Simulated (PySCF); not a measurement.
A TDDFT job was run through a driver script with this input:

```
{"job": {"kind": "uv", "xc": "wB97X-D", "basis": "def2-SVPD", "nstates": 8, "ntriplets": 3}, "charge": 0, "multiplicity": 1}
O     -1.044358    -1.368227    -0.256891
Si    -1.822399     0.025478     0.098563
Si     0.171030     1.105932     0.519771
Ge     1.876722    -0.326243    -0.208257
Br     0.340503     3.055623    -0.583825
H     -1.497086    -2.167427    -0.512128
H     -2.718664    -0.177968     1.238922
H     -2.623402     0.462802    -1.046233
H      0.404862     1.558208     1.897080
H      1.700691    -0.801253    -1.616236
H      3.281874     0.206780    -0.173747
H      1.931427    -1.574391     0.616955
```

Method: TDDFT wB97X-D/def2-SVPD, vertical, gas phase, core orbitals frozen in the response (PySCF). Job line and output are in the format of a driver script around the code.

Give the output without the SCF cycles.

```
converged SCF energy = -5308.9397781437

Static polarisability (au): isotropic 112.924, principal 93.799 121.312 123.660

Singlet excitations
state   eV       nm        f      main configurations
  1   5.5295    224.2   0.00065   H->L 0.79, H->L+1 0.17
  2   5.9735    207.6   0.01150   H-1->L 0.70, H-1->L+1 0.23
  3   6.1649    201.1   0.12973   H->L+1 0.68, H->L 0.13, H-1->L+1 0.09
  4   6.6959    185.2   0.02240   H-1->L+1 0.59, H-1->L 0.22
  5   6.9149    179.3   0.00630   H-2->L 0.46, H-3->L 0.22
  6   7.0988    174.7   0.06358   H->L+4 0.19, H-3->L 0.15, H->L+2 0.10
  7   7.2586    170.8   0.02884   H->L+2 0.55, H-3->L 0.10
  8   7.3436    168.8   0.03033   H->L+3 0.53, H->L+2 0.11

Triplet excitations (Tamm-Dancoff, eV): 5.0750 5.5290 5.5979
```

Isolated species at its GFN2-xTB geometry (one conformer only). The wB97X-D/def2-SVPD calculation is non-relativistic and has no spin–orbit coupling, an omission that weighs most on bromine and germanium.

H and L stand for HOMO and LUMO.

Shape of the structure used: `[OH:1][SiH2:2][Si@@H:3]([GeH3:4])[Br:5]`: O1–Si2–Si3–Ge4 10°, H–O1–Si2–Si3 180°.

The pairwise dispersion term of wB97X-D wasn't added to the energies; at a given geometry it leaves orbitals and properties as they are.
